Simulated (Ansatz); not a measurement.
Calculated with Ansatz (gas phase, PBE0-D4/def2-TZVP geometries, no zero-point term in ΔE). CBS: MP2 limit from def2 TZ/QZ plus the TZ coupled-cluster correction, frozen cores. Functionals use def2-TZVPP. For As outer-core shells are correlated without core-valence functions, which leaves a few kJ/mol of doubt a bond. Scalar relativity is left out up to krypton. One conformer a species, not always the lowest.

Reaction (substitution at a C–O bond): `C[O][Al]([OH])[OH]` + `[SiH3]N[AsH2]` → `C[AsH]N[SiH3]` + `[OH][Al]([OH])[OH]`

`C[O][Al]([OH])[OH]`:

```xyz
10

C     1.076   -1.030   -1.063
O    -0.110   -0.347   -0.773
Al   -0.650    0.564    0.528
O    -2.193    1.251    0.512
O     0.363    0.790    1.860
H     1.815   -0.948   -0.258
H     1.525   -0.630   -1.979
H     0.867   -2.092   -1.228
H    -2.793    1.143   -0.224
H     0.101    1.300    2.624
```

`[SiH3]N[AsH2]`:

Cartesian coordinates in Å:
```
Si -0.308 -1.145 0.048
N 0.614 0.135 -0.636
As 0.552 1.905 -0.119
H -0.010 -1.363 1.493
H -0.002 -2.393 -0.701
H -1.757 -0.825 -0.059
H 1.418 -0.075 -1.203
H -0.963 2.070 -0.220
H 0.457 1.692 1.396
```

`C[AsH]N[SiH3]`:

```xyz
12

C     1.275   -0.652    1.389
As    0.958   -1.192   -0.470
N     0.248    0.395   -1.117
Si   -1.348    0.952   -0.794
H     1.463   -1.545    1.987
H     2.160   -0.015    1.414
H     0.424   -0.110    1.799
H    -0.377   -1.884   -0.168
H     0.674    0.664   -1.990
H    -1.502    2.325   -1.347
H    -2.416    0.091   -1.381
H    -1.560    0.973    0.677
```

`[OH][Al]([OH])[OH]`:

Z-matrix (Å, degrees):
```
Al
O 1 1.689
O 1 1.689 2 120.0
O 1 1.689 2 120.0 3 -180.0
H 2 0.955 1 122.4 3 0.0
H 3 0.956 1 122.5 2 -180.0
H 4 0.956 1 122.4 2 0.0
```

```json
{"level": "BHLYP-D4", "ΔE (kJ/mol)": "-75.5"}
{"level": "HF/def2-SVP", "ΔE (kJ/mol)": "-47.9"}
```

**Question.** What does CCSD(T)/CBS give? (An estimate is asked.)

**Answer.** Computed: -87.9 kJ/mol. The listed levels differ from it by 12.4, 40.0 kJ/mol.

Largest T1 diagnostic among the species: 0.012.

Leaving LDA and LC-ωPBE aside and taking each functional with its dispersion term where it has one, the values, not all of them listed here, spread over 11.6 kJ/mol, from PBE-QIDH to CAM-B3LYP-D4. At CCSD(T), def2-SVP lies +28.9 kJ/mol from the extrapolated value and def2-TZVPP +1.7 kJ/mol. The D4 term adds −4.5 kJ/mol with B3LYP and −2.4 kJ/mol with PBE0; it sums over pairs of atoms, weighted by their polarisabilities, and B3LYP, whose exchange is more repulsive, gets the larger term.

B3LYP here is the variant with VWN-RPA as its local correlation; programs differ in this.
